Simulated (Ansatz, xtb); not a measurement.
## Relative energy of two isomers of C3H9NSi2

We compare a, `C#C[Si@@H](C)N[SiH3]`, a singlet, with b, `C#C[SiH2]N[SiH2]C`, a singlet. Both are isolated molecules in the gas phase, relaxed with B3LYP-D3(BJ)/def2-SVP; each stands in its lowest conformer found.

Quicker runs give these differences E(b) − E(a): GFN2-xTB −1.03 kJ/mol; HF/STO-3G +0.35 kJ/mol (at GFN2-xTB geometries); r2SCAN-D4/def2-SVP −0.03 kJ/mol (at GFN2-xTB geometries).

Q: Estimate E(b) − E(a) at the level CCSD(T)/def2-SVP + ΔMP2/def2-TZVPP.

A: Too close to call at this level: CCSD(T)/def2-SVP + ΔMP2/def2-TZVPP gives E(b) − E(a) = +1.99 kJ/mol.

The same difference at several levels:

| level | geometry | E(b) − E(a) (kJ/mol) | departure from the last row (kJ/mol) | job, with rough time for the two |
| --- | --- | --- | --- | --- |
| GFN2-xTB | GFN2-xTB | −1.03 | −3.02 | optimisation, 4.1 s |
| HF/STO-3G | GFN2-xTB | +0.35 | −1.63 | single point, 3.9 s |
| r2SCAN-D4/def2-SVP | GFN2-xTB | −0.03 | −2.02 | single point, 21 s |
| B3LYP-D3(BJ)/def2-SVP | B3LYP-D3(BJ)/def2-SVP | +1.30 | −0.69 | optimisation, 8.3 min |
| HF/def2-SVP | B3LYP-D3(BJ)/def2-SVP | +2.41 | +0.42 | part of the CCSD(T) run |
| MP2/def2-SVP | B3LYP-D3(BJ)/def2-SVP | +2.05 | +0.06 | part of the CCSD(T) run |
| CCSD(T)/def2-SVP | B3LYP-D3(BJ)/def2-SVP | +1.96 | −0.03 | single point |
| CCSD(T)/def2-SVP + ΔMP2/def2-TZVPP | B3LYP-D3(BJ)/def2-SVP | +1.99 |  | single point, 3.8 min |

As drawn, both hold the same kinds of bond in the same numbers.

The largest departure from CCSD(T)/def2-SVP + ΔMP2/def2-TZVPP is that of GFN2-xTB, 3.02 kJ/mol. The last row adds to CCSD(T) the change of the MP2 difference between the two basis sets, here +0.03 kJ/mol.

With thermal terms from frequencies at re-optimised GFN2-xTB minima (ideal gas, soft modes damped towards free rotors, one conformer each, 298.15 K, 1 atm): on the last row, ΔE + ΔZPE = +2.25, ΔH = +1.65, ΔG = +3.65 kJ/mol.

The correlated steps freeze 14 core orbitals. Mirror images aren't counted in ΔG. Run with Ansatz 0.2.0, xtb 6.7.1; the last row on 2 threads of AMD EPYC (Zen 3) on a shared host.
